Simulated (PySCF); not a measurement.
Molecule: `C([C@H](CCC)Cl)Cl`, C5H10Cl2.

Geometry (Å), atoms numbered from 1 in this order:
```xyz
17

C     2.4632   -0.6130   -0.0577
C     1.3203    0.3936   -0.0430
C    -0.0062   -0.2784    0.3046
C    -1.1862    0.6796    0.2377
Cl   -1.0184    1.9478    1.4960
C    -2.5228    0.0014    0.4878
Cl   -2.8973   -1.1255   -0.8401
H     2.2798   -1.3874   -0.7992
H     3.4008   -0.1200   -0.3011
H     2.5678   -1.0877    0.9152
H     1.5314    1.1762    0.6873
H     1.2390    0.8657   -1.0245
H    -0.1962   -1.0892   -0.4026
H     0.0522   -0.7091    1.3066
H    -1.2004    1.2061   -0.7204
H    -3.3329    0.7299    0.5255
H    -2.5009   -0.5778    1.4114
```

Frames of a GFN2-xTB Langevin trajectory at 200 K; GIAO PBE0/pcSseg-1 shieldings in PySCF, gas phase, non-relativistic; equivalent atoms averaged within each frame.

Chemical shifts δ = σref − σ; 13C (σref 186.93), 1H (σref 31.72) against TMS; 35Cl (σref 949.78) vs HCl, all at this level. The references are static minima.

How do the shifts (ppm) fluctuate along the trajectory?

Results:


```
         time (fs)    C4    C6    C3    C2    C1  Cl5  Cl7   H15   H17   H16
               250  73.8  57.5  41.3  27.4  13.3  218  100  4.48  4.37  4.35
               425  71.7  51.4  44.0  29.6  14.1  174  102  4.58  2.70  3.38
               625  69.3  53.5  44.9  23.3  20.0  143  121  4.38  3.34  3.75
               800  63.8  55.0  30.6  26.2  17.8  162  132  4.60  3.96  4.13
              1000  73.3  56.5  35.8  21.1  10.8  151   89  3.85  3.93  4.45
    mean of frames  70.4  54.8  39.3  25.5  15.2  169  109  4.38  3.66  4.01
standard deviation   4.1   2.4   6.0   3.3   3.7   29   17  0.31  0.65  0.44
```

5 frames give an uncertainty of the mean of about the standard deviation over 2.2 at best, since frames this close in time may not be independent; classical motion lacks zero-point vibration, and the reference would need the same averaging.
